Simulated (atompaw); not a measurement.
Before and after: PAW (atompaw) potential for Sb (Z = 51)

Sb, PAW, made with atompaw 4.2.0.5 (PBE, scalar-relativistic). Core [Ar] 3d10, reference 4s2 4p6 4d10 5s2 5p3. Waves: 4s (bound); 5s (bound); 4p (bound); 5p (bound); 4d (bound); 4d channel at -1.8 Ry. Local part: bessel scheme, radius 1.50 bohr. Core correction: smooth core density matched at 1.35 bohr. Augmentation charge: sinc compensation charge, radius 1.60 bohr; PAW radius 1.75 bohr; waves and projectors: bloechl.

Change: local potential bessel scheme, radius 0.76 bohr.

Cutoffs: the cutoffs (Ry, on a coarse ladder) from which the occupation-weighted sum of valence levels, in a spherical-Bessel basis at the reference potential, stays within 10 and 1 mRy of its value at 400 Ry; they do not see the model core or the augmentation charge, which bear on the density cutoff.

Task: What does the change do?

Result: The potential gets harder (70 Ry and 90 Ry → 120 Ry and 180 Ry); the range in which the s phases agree narrows (upper end at the end of the scan → 1.9); neither file shows a bound ghost.

| quantity | base | changed |
| --- | --- | --- |
| cutoff, loose | 70 Ry | 120 Ry |
| cutoff, tight | 90 Ry | 180 Ry |
| loose cutoff by channel (10 mRy a level) | s 40 Ry, p 50 Ry, d 55 Ry | s 80 Ry, p 90 Ry, d 100 Ry |
| bound ghosts | none | none |
| s: phases at 1.76 bohr within 0.05 rad from the reference energy up to (Ry; the scan ends near 5) | to the end of the scan | 1.9 |
| p: phases at 1.76 bohr within 0.05 rad from the reference energy up to (Ry; the scan ends near 5) | to the end of the scan | to the end of the scan |
| d: phases at 1.76 bohr within 0.05 rad from the reference energy up to (Ry; the scan ends near 5) | 4.3 | to the end of the scan |
| lowest overlap eigenvalue by channel | s 0.47, p 0.66, d 0.97 | s 0.17, p 0.47, d 0.86 |

 The cutoffs see the waves, projectors and local potential, not the compensation charge or the core.
